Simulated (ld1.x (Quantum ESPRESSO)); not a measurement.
Varying the TM potential for F

Base potential:

```
Element                 : fluorine
Generator               : ld1.x (Quantum ESPRESSO) 7.5
Type                    : norm-conserving Troullier–Martins (Kleinman–Bylander form)
Functional              : PBE
Relativity              : scalar-relativistic
Frozen core             : [He]
Valence charge          : 7
Reference configuration : 2s2 2p5
Partial waves           : 2s (bound): rc 0.70 bohr; 2p (bound): rc 1.35 bohr
Local potential         : all-electron potential smoothed inside 0.85 bohr (lloc = -1)
Core correction         : none
```

Cutoffs, loose and tight: the cutoffs (Ry, on a coarse ladder) from which the occupation-weighted sum of valence levels, in a spherical-Bessel basis at the reference potential, stays within 10 and 1 mRy of its value at 400 Ry. They do not see the model core or the augmentation charge, which bear on the density cutoff. Test errors are all-electron minus pseudo excitation energies from the reference, over the configurations 2s2 2p4; 2s2 2p3; 2s2 2p2; 2s2 2p1; 2s1 2p5; 2s2 2p5.3; 2s1 2p6. A dash means not determined; rows that change the core or the reference have their own tests.

```tsv
change	outcome	cutoff, loose	cutoff, tight	bound ghosts	largest test error (meV)
base	generated	120 Ry	260 Ry	none	+1987
all radii scaled by about 0.75 (s 0.52, p 1.02 bohr); local potential all-electron potential smoothed inside 0.64 bohr (lloc = -1)	generated	260 Ry	over 300 Ry	none	+812
all radii scaled by about 0.84 (s 0.58, p 1.14 bohr); local potential all-electron potential smoothed inside 0.72 bohr (lloc = -1)	generated	200 Ry	260 Ry	none	+1039
all radii scaled by about 0.92 (s 0.64, p 1.24 bohr); local potential all-electron potential smoothed inside 0.78 bohr (lloc = -1)	generated	140 Ry	260 Ry	none	+1351
all radii scaled by about 1.11 (s 0.78, p 1.50 bohr); local potential all-electron potential smoothed inside 0.94 bohr (lloc = -1)	generated	110 Ry	230 Ry	none	+2926
all radii scaled by about 1.21 (s 0.84, p 1.64 bohr); local potential all-electron potential smoothed inside 1.02 bohr (lloc = -1)	generated	100 Ry	200 Ry	none	+4231
all radii scaled by about 1.32 (s 0.92, p 1.78 bohr); local potential all-electron potential smoothed inside 1.12 bohr (lloc = -1)	generated	80 Ry	180 Ry	none	+5518
all radii scaled by about 1.38 (s 0.96, p 1.86 bohr); local potential all-electron potential smoothed inside 1.18 bohr (lloc = -1)	generated	70 Ry	160 Ry	none	+6475
```

Reading the sweep of the scale of all radii (base = 1) (base included, trends over the rows without a ghost): The loose cutoff falls from 260 Ry at 0.75 to 70 Ry at 1.38. A larger radius leaves more room for a smooth pseudo-wave, so fewer plane waves are needed; a smaller one forces it to follow the all-electron wave where it bends sharply. The median size of the test errors (rows with all tests solved) rises from 22.8 meV at 0.75 to 198.1 meV at 1.38, with one reversal. More of the atom is replaced by a form fitted at one configuration, so other configurations suffer as the radius grows.
